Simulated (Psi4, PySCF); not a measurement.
PySCF was given this input:
```python
from pyscf import gto, scf, dft

mol = gto.M(
    atom='''
Al   -0.00000000   -0.00000000   -0.00000000
O    -1.08597176   -1.25217867    0.07815260
H    -1.93325027   -1.43797965   -0.30182312
O    -0.33424217    1.33110871   -0.93264447
H     0.10698534    2.14443421   -1.13414960
O     1.42021393   -0.07893003    0.85449188
H     1.82626493   -0.70645456    1.43597272
''',
    basis='6-31g*',
    verbose=4,
)

mf = dft.RKS(mol)
mf.xc = 'b3lyp'
mf.grids.atom_grid = (99, 590)
mf.grids.prune = None
mf.kernel()
```

Q: Give the equivalent Psi4 input.

A: Several could match; the one computed here: 
```
memory 2 GB

molecule mol {
0 1
  Al   -0.000000   -0.000000   -0.000000
  O    -1.085972   -1.252179    0.078153
  H    -1.933250   -1.437980   -0.301823
  O    -0.334242    1.331109   -0.932644
  H     0.106985    2.144434   -1.134150
  O     1.420214   -0.078930    0.854492
  H     1.826265   -0.706455    1.435973
}

set basis 6-31g*
set reference rks
set scf_type pk
set puream true
set d_convergence 1e-8
set dft_radial_points 99
set dft_spherical_points 590

energy('b3lyp')
print_variables()
```

Both were run: PySCF gave -470.039997 Eh and Psi4 -470.039996 Eh, 0.001 mEh apart.
